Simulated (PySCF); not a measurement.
CH5FOSi2, SMILES F[Si@H]1CO[SiH2]1. Atoms are numbered in the order given.

```xyz
10

F     -1.4791     1.6272    -0.7215
Si    -0.6958     0.6281     0.3263
C     -0.7542    -1.2627    -0.0651
O      0.6548    -1.5671     0.1055
Si     1.5157    -0.0792     0.0310
H     -1.1749     0.9970     1.7056
H     -1.3570    -1.8880     0.6292
H     -1.0975    -1.4837    -1.1019
H      2.1805     0.1724    -1.2990
H      2.5681    -0.0143     1.1041
```

Coordinates come from a PBE-D3(BJ)/def2-SVP optimisation. The structure was generated by enumeration; whether it is a known compound was not checked.

Two levels are set side by side: PBE/pcSseg-1 (PySCF) and PBE0/pcSseg-1 (PySCF). GIAO shifts against CFCl3 (¹⁹F), H2O (¹⁷O), TMS (²⁹Si), TMS (¹H), TMS (¹³C) at the same level; non-relativistic, no solvent, atoms listed together averaged. Differences are taken from unrounded values.

```
quantity                  PBE0
----------------------  ------
δ(¹⁹F) of F1 (ppm)      -192.7
δ(²⁹Si) of Si2 (ppm)      42.0
δ(¹³C) of C3 (ppm)        79.4
δ(¹⁷O) of O4 (ppm)        30.4
δ(²⁹Si) of Si5 (ppm)      30.3
δ(¹H) of H6 (ppm)         6.50
δ(¹H) of H9, H10 (ppm)    6.17
```

What does PBE give, and how far is it from PBE0? (An estimate is asked for; the answer gives what the named calculation found.)


```json
[
 {"quantity": "δ(¹⁹F) of F1 (ppm)", "PBE": "-204.5", "PBE minus PBE0": "-11.7"},
 {"quantity": "δ(²⁹Si) of Si2 (ppm)", "PBE": "41.3", "PBE minus PBE0": "-0.7"},
 {"quantity": "δ(¹³C) of C3 (ppm)", "PBE": "84.3", "PBE minus PBE0": "4.8"},
 {"quantity": "δ(¹⁷O) of O4 (ppm)", "PBE": "44.4", "PBE minus PBE0": "13.9"},
 {"quantity": "δ(²⁹Si) of Si5 (ppm)", "PBE": "32.7", "PBE minus PBE0": "2.5"},
 {"quantity": "δ(¹H) of H6 (ppm)", "PBE": "6.74", "PBE minus PBE0": "0.24"},
 {"quantity": "δ(¹H) of H9, H10 (ppm)", "PBE": "6.46", "PBE minus PBE0": "0.29"}
]
```

Rough cost on one machine, each run with all the roots and properties that it gave: PBE0 against PBE within a factor of 2.
